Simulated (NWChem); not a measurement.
System: boron oxyfluoride (BOF); SMILES O=BF

Here is an NWChem input.

```
start job
memory heap 200 mb stack 700 mb global 900 mb
geometry units angstroms noautoz
  F      0.000000     0.000000    -1.208022
  B      0.000000     0.000000     0.086221
  O      0.000000     0.000000     1.305167
end
basis spherical
  * library def2-tzvp
end
dft
  xc xpbe96 cpbe96
  iterations 200
  vectors input hcore
end
task dft gradient
```

Excerpt of the output:

```
             Northwest Computational Chemistry Package (NWChem) 7.3.0
             --------------------------------------------------------

 ORDER OF PRIMARY AXIS IS BEING SET TO 4
 C4V symmetry detected

                             Geometry "geometry" -> ""
                             -------------------------

 Output coordinates in angstroms (scale by  1.889725989 to convert to a.u.)

  No.       Tag          Charge          X              Y              Z
 ---- ---------------- ---------- -------------- -------------- --------------
    1 F                    9.0000     0.00000000     0.00000000    -1.20803305
    2 B                    5.0000     0.00000000     0.00000000     0.08620995
    3 O                    8.0000     0.00000000     0.00000000     1.30515595

 Effective nuclear repulsion energy (a.u.)      50.9245549350

      Symmetry information
      --------------------

 Group name             C4v
 Group number             18
 Group order               8
 No. of unique centers     3

  pbe96 is a nonlocal functional; adding pw91lda local functional.

                                 NWChem DFT Module
                                 -----------------

 Summary of "ao basis" -> "ao basis" (spherical)
 ------------------------------------------------------------------------------
       Tag                 Description            Shells   Functions and Types
 ---------------- ------------------------------  ------  ---------------------
 F                         def2-tzvp                11       31   5s3p2d1f
 B                         def2-tzvp                11       31   5s3p2d1f
 O                         def2-tzvp                11       31   5s3p2d1f

      Symmetry analysis of basis
      --------------------------

        a1         33
        a2          0
        b1          9
        b2          9
        e          42

            General Information
            -------------------
          SCF calculation type: DFT
          Wavefunction type:  closed shell.
          No. of atoms     :     3
          No. of electrons :    22
           Alpha electrons :    11
            Beta electrons :    11
          Charge           :     0
          Spin multiplicity:     1
          Use of symmetry is: on ; symmetry adaption is: on
          Maximum number of iterations: 200
          AO basis - number of functions:    93
                     number of shells:    33
          Convergence on energy requested:  1.00D-06
          Convergence on density requested:  1.00D-05
          Convergence on gradient requested:  5.00D-04

              XC Information
              --------------
          PerdewBurkeErnzerhof Exchange Functional  1.000
            Perdew 1991 LDA Correlation Functional  1.000 local
           PerdewBurkeErnz. Correlation Functional  1.000 non-local

             Grid Information
             ----------------
          Grid used for XC integration:  medium
          Radial quadrature: Mura-Knowles
          Angular quadrature: Lebedev.
          Tag              B.-S. Rad. Rad. Pts. Rad. Cut. Ang. Pts.
          ---              ---------- --------- --------- ---------
          F                   0.50       49           8.0       434
          B                   0.85       49           6.0       434
          O                   0.60       49           7.0       434
          Grid pruning is: on
          Number of quadrature shells:   147
          Spatial weights used:  Erf1

      Non-variational initial energy
      ------------------------------

 Total energy =      50.924555
 1-e energy   =       0.000000
 2-e energy   =       0.000000
 HOMO         =     -11.490870
 LUMO         =     -10.566677

      Symmetry analysis of molecular orbitals - initial
      -------------------------------------------------

 !! scf_movecs_sym_adapt:   18 vectors were symmetry contaminated

  Symmetry fudging

 !! scf_movecs_sym_adapt:   18 vectors were symmetry contaminated

  Numbering of irreducible representations:

     1 a1          2 a2          3 b1          4 b2          5 e

  Orbital symmetries:

     1 a1          2 a1          3 a1          4 a1          5 e
     6 e           7 a1          8 a1          9 e          10 e
    11 a1         12 a1         13 a1         14 e          15 e
    16 e          17 e          18 a1         19 a1         20 b2
    21 b1

   convergence    iter        energy       DeltaE   RMS-Dens  Diis-err
 ---------------- ----- ----------------- --------- --------- ---------
 d= 0,ls=0.0,diis     1   -175.6597300324 -2.27D+02  4.22D-01  4.21D+02
 d= 0,ls=0.0,diis     2   -175.8336153633 -1.74D-01  4.73D-01  7.33D+01
 d= 0,ls=0.0,diis     3   -192.0931699857 -1.63D+01  1.64D-02  1.09D+02
 d= 0,ls=0.0,diis     4   -196.6469994672 -4.55D+00  1.05D-02  4.29D+01
 d= 0,ls=0.0,diis     5   -198.8643454045 -2.22D+00  8.38D-03  1.34D+01
 d= 0,ls=0.0,diis     6   -199.6701908225 -8.06D-01  7.08D-03  3.10D+00
  Resetting Diis
 d= 0,ls=0.0,diis     7   -199.7094874080 -3.93D-02  4.86D-03  1.90D+00
 d= 0,ls=0.0,diis     8   -199.8812809527 -1.72D-01  1.62D-03  1.48D-02
 d= 0,ls=0.0,diis     9   -199.8770604001  4.22D-03  9.30D-04  6.68D-02
 d= 0,ls=0.0,diis    10   -199.8822672151 -5.21D-03  2.77D-04  3.30D-03
 d= 0,ls=0.0,diis    11   -199.8825558951 -2.89D-04  7.50D-05  5.36D-04
 d= 0,ls=0.0,diis    12   -199.8826003588 -4.45D-05  8.43D-06  1.61D-06
 d= 0,ls=0.0,diis    13   -199.8826005323 -1.73D-07  1.12D-06  5.27D-08

[...]

                         DFT ENERGY GRADIENTS

    atom               coordinates                        gradient
                 x          y          z           x          y          z
   1 F       0.000000   0.000000  -2.282851    0.000000   0.000000   0.000873
   2 B       0.000000   0.000000   0.162913    0.000000   0.000000  -0.000119
   3 O       0.000000   0.000000   2.466387    0.000000   0.000000  -0.000754
```

Level: PBE/def2-TZVP. Coordinates come from a PBE-D3(BJ)/def2-SVP optimisation.
